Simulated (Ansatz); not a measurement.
Geometry optimisation, RKS PBE-D4/def2-SVP (Ansatz 0.2.0).

Input file:

```yaml
crystal:
  periodic: [false, false, false]
  atoms:
    - { symbol: Ge, position_ang: [-0.040817, 0.058045, -1.301583] }
    - { symbol: Ge, position_ang: [1.388894, 0.046004, 2.006941] }
    - { symbol: H, position_ang: [-0.099028, -0.342154, 2.152617] }
    - { symbol: H, position_ang: [2.22028, -0.732946, 3.055421] }
    - { symbol: H, position_ang: [1.572325, 1.564846, 2.208822] }
    - { symbol: H, position_ang: [1.903117, -0.342713, 0.594679] }
    - { symbol: O, position_ang: [-0.791434, 1.356662, -0.266332] }
    - { symbol: H, position_ang: [-1.358397, 0.989269, 0.438065] }
    - { symbol: H, position_ang: [-0.692641, -1.203913, -0.48793] }
basis:
  gaussian: { orbitals: def2-SVP }
hamiltonian:
  xc: pbe
  dispersion: d4
relax:
  f_tol: 0.03
  max_steps: 50
```

Run as:

```bash
$ ansatz run input.yaml --threads 4 --pin off --max-ram 5120MiB --backend cpu --events-out ev --progress --plain --runs-dir out
```

Q: Where does it end, and by what steps?

A: It converged. After 7 steps the energy has fallen by 0.059 eV; H6 moved furthest, 0.35 Å.

```tsv
step	energy less start (eV)	largest force component (eV/Å)	accepted
0	0.0000	0.182	yes
1	-0.0136	0.153	yes
2	-0.0250	0.619	yes
3	-0.0443	0.453	yes
4	-0.0554	0.162	yes
5	-0.0583	0.083	yes
6	-0.0589	0.049	yes
7	-0.0592	0.014	yes
```

```xyz
9
Properties=species:S:1:pos:R:3
Ge 0.215 0.039 -1.125
Ge 1.326 0.055 2.035
H -0.131 -0.300 2.399
H 2.320 -0.794 2.867
H 1.596 1.565 2.197
H 1.575 -0.275 0.507
O -0.726 1.349 -0.256
H -1.437 0.980 0.301
H -0.635 -1.225 -0.523
```

The run took 7.7 s on 4 threads of AMD EPYC 7B13 (Zen 3), with other jobs on the host, peak memory 0.18 GiB.
